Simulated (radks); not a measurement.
V+, configuration [Ne] 3s2 3p5.75 3d4 4p0.25 (fractional occupations, a model configuration).

Calculated with a radial shooting solver on a logarithmic mesh with Libxc functionals: scalar-relativistic Kohn-Sham, r2SCAN, spin-polarised, spherical densities, finite nucleus; open shells are filled with parallel spins first; meta-GGA in the generalised Kohn-Sham scheme; Fermi nuclear charge, rms radius 3.6002 fm.

Energy parts (Ry):
part                       energy
total                 -1897.38699
kinetic                1915.03854
electron-nucleus      -4509.23455
Hartree                 787.68311
exchange-correlation    -90.87408

Orbitals (lengths in bohr, moments of r in powers of bohr; r(max) is where P^2 peaks; r(90%) holds 90 % of the orbital's charge):
orbital	occ.	eigenvalue (Ry)	<r>	r(max)	r(90%)	<r^4>
1s up	1	-396.1929	0.06645	0.04350	0.119	0.00009098
1s down	1	-396.1855	0.06645	0.04350	0.119	0.00009097
2s up	1	-45.16603	0.3076	0.2552	0.477	0.02207
2s down	1	-45.04897	0.3070	0.2551	0.476	0.02184
2p up	3	-37.66165	0.2740	0.2082	0.450	0.01764
2p down	3	-37.56499	0.2734	0.2080	0.448	0.01740
3s up	1	-5.78672	0.9539	0.8211	1.43	1.793
3s down	1	-5.41625	0.9572	0.8218	1.44	1.826
3p up	3	-3.79057	1.026	0.8490	1.58	2.707
3p down	2.75	-3.41921	1.030	0.8506	1.59	2.764
3d up	4	-0.83768	1.437	0.9106	2.52	19.90
4s up	0	-0.75330	3.109	2.642	4.64	194.7
4p up	0.25	-0.46072	3.961	3.330	5.96	526.5

The highest occupied level is 4p up at -6.268 eV. The configuration is held as typed, so some empty levels lie below it. The density falls to 0.001 e/bohr^3 at r = 3.75 bohr. Spin moment in Bohr magnetons: 4.5. The spin density at the nucleus is -0.845 e/bohr^3 (1s -0.123, 2s -1.412, 3s 0.689). The electron density at the nucleus is 9931 e/bohr^3 (large components only). Summed over all electrons, <r^2> = 25.49 bohr^2, which gives a Langevin (diamagnetic) susceptibility term of -20.2 x 10^-6 cm^3/mol.
